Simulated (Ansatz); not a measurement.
`C=C([SiH3])CF` and `C=C(Cl)CF` differ in one atom or group.

Ansatz, PBE0-D4/def2-TZVP geometries, multiplicity 1. Each molecule was computed in one conformer, which needn't be the lowest.

| property | `C=C([SiH3])CF` |
| --- | --- |
| LUMO energy (PBE0/def2-TZVPP) / eV | -0.44 |
| size of the dipole moment (ωB97M-V/def2-TZVPP) / D | 1.04 |
| HOMO energy (ωB97M-V/def2-TZVPP) / eV | -10.09 |
| HOMO energy (B3LYP/def2-TZVPP) / eV | -7.64 |
| HOMO–LUMO gap (ωB97M-V/def2-TZVPP) / eV | 11.74 |
| LUMO energy (B3LYP/def2-TZVPP) / eV | -0.66 |

Question: What does the change do to each property? (Estimate.)

Answer: Ansatz gave: 
```tsv
property	`C=C(Cl)CF`	shift
LUMO energy (PBE0/def2-TZVPP) / eV	-0.25	0.19
size of the dipole moment (ωB97M-V/def2-TZVPP) / D	0.23	-0.81
HOMO energy (ωB97M-V/def2-TZVPP) / eV	-9.83	0.26
HOMO energy (B3LYP/def2-TZVPP) / eV	-7.40	0.24
HOMO–LUMO gap (ωB97M-V/def2-TZVPP) / eV	11.70	-0.04
LUMO energy (B3LYP/def2-TZVPP) / eV	-0.49	0.17
```

With PBE0 the HOMO rises by 0.24 eV and the LUMO rises by 0.19 eV, so the gap narrows by about 0.05 eV. PBE moves the HOMO by 0.29 eV and ωB97M-V by 0.26 eV. Dipoles are sizes alone; their direction can turn.

B3LYP here is the variant with VWN-RPA as its local correlation; programs differ in this.
